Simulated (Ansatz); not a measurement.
Consider the hydrogen abstraction from the S–H bond: `F[Si](F)(S)Cl` + `[SiH3]`• → `F[Si](F)([S])Cl`• + SiH₄.

Calculated with Ansatz (gas phase, PBE0-D4/def2-TZVP geometries, no zero-point term in ΔE). CCSD(T)/CBS is the MP2 limit (def2-TZVPP, def2-QZVPP) plus CCSD(T) − MP2 in def2-TZVPP, frozen cores. This one scheme is used for every species. DFT in def2-TZVPP. No spin–orbit coupling; open shells (•) take unrestricted orbitals. One conformer a species, not always the lowest.

(1) Is it downhill or uphill in electronic energy at CCSD(T)/CBS, and by how much? (Estimate.)

(2) What do these levels give: LDA (SPW92), PBE-D4, PBE, HF/def2-SVP, MP2/def2-TZVPP, CCSD/CBS(def2)? (Best estimate.)

Largest T1 diagnostic among the species: 0.015.

Results:

(1) Ansatz gave: Downhill: ΔE = -4.4 kJ/mol.

(2) Computed: LDA (SPW92) 16.2, PBE-D4 5.6, PBE 4.6, HF/def2-SVP -33.0, MP2/def2-TZVPP 3.7, CCSD/CBS(def2) -8.4 kJ/mol.

From BLYP to BHLYP (50 % exact exchange), in def2-TZVPP and without D4, ΔE moves by −7.2 kJ/mol. In def2-TZVPP, CCSD(T) changes the Hartree–Fock value by +25.7 kJ/mol (the triples alone add +4.0 kJ/mol) and MP2 by +35.8 kJ/mol.
